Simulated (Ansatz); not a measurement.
Species: ZnH$_{2}$ (charge 0, singlet). SMILES: [ZnH2]
Geometry: optimised at B3LYP-D3(BJ)/def2-TZVP (Ansatz, a quantum-chemistry and plane-wave program).

Quantity: vertical ionisation energy (to the doublet state of charge +1; each state is the SCF solution reached for its spin; the UHF <S^2> is 0.87 for the doublet (pure: 0.75)), in eV. Cores are frozen in the correlated levels unless marked. Open shells are spin-unrestricted. No spin-orbit coupling. The frozen core is the preceding noble-gas configuration, with the filled d and f shells of earlier blocks. No relativistic terms. Basis-set limits of correlation are two-point, X^-3; Hartree-Fock from the larger set. The program attaches cautions to a run behind CCSD/def2-SVPD: other roots. The program attaches cautions to a run behind CCSD/def2-TZVPPD: other roots. The program attaches cautions to a run behind CCSD/def2-QZVPPD: other roots. The program attaches cautions to a run behind CCSD/CBS(def2-TZVPPD,def2-QZVPPD): other roots. The program attaches cautions to a run behind CCSD(T)/def2-SVPD: other roots. The program attaches cautions to a run behind CCSD(T)/def2-TZVPPD: other roots. The program attaches cautions to a run behind CCSD(T)/def2-QZVPPD: other roots. The program attaches cautions to a run behind CCSD(T)/CBS(def2-TZVPPD,def2-QZVPPD): other roots.

```csv
level,program,vertical ionisation energy (eV)
SVWN5/def2-TZVPD,Ansatz,10.63
PBE/def2-TZVPD,Ansatz,10.53
r2SCAN/def2-TZVPD,Ansatz,10.61
B3LYP/def2-TZVPD,Ansatz,10.69
PBE0/def2-TZVPD,Ansatz,10.60
BHLYP/def2-TZVPD,Ansatz,10.61
CAM-B3LYP/def2-TZVPD,Ansatz,10.79
wB97M-V/def2-TZVPD,Ansatz,10.84
wB97X-V/def2-TZVPD,Ansatz,10.87
CCSD/def2-SVPD,Ansatz,10.60
CCSD/def2-TZVPPD,Ansatz,10.73
CCSD/def2-QZVPPD,Ansatz,10.78
"CCSD/CBS(def2-TZVPPD,def2-QZVPPD)",Ansatz,10.81
CCSD(T)/def2-SVPD,Ansatz,10.61
CCSD(T)/def2-TZVPPD,Ansatz,10.75
CCSD(T)/def2-QZVPPD,Ansatz,10.79
"CCSD(T)/CBS(def2-TZVPPD,def2-QZVPPD)",Ansatz,10.83
```
